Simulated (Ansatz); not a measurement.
Harmonic frequencies (cm⁻¹) at PBE0-D4/def2-TZVP from Ansatz: 92, 187, 194, 231, 274, 394, 481, 680, 804, 826, 863, 941, 1039, 1060, 1066, 1126, 1154, 1226, 1233, 1266, 1326, 1414, 1501, 2576, 2590, 2666, 2675, 2939, 3054, 3104.

Each molecule was computed in one conformer, which needn't be the lowest.

Q: Which molecule is it?
A. `BC(B)CF`
B. `C[O][Al]([OH])[SiH3]`
C. `C[SiH]1[CH2][Al]1[SH]`
D. `BO[Si]1(O)BN1`

A: A.
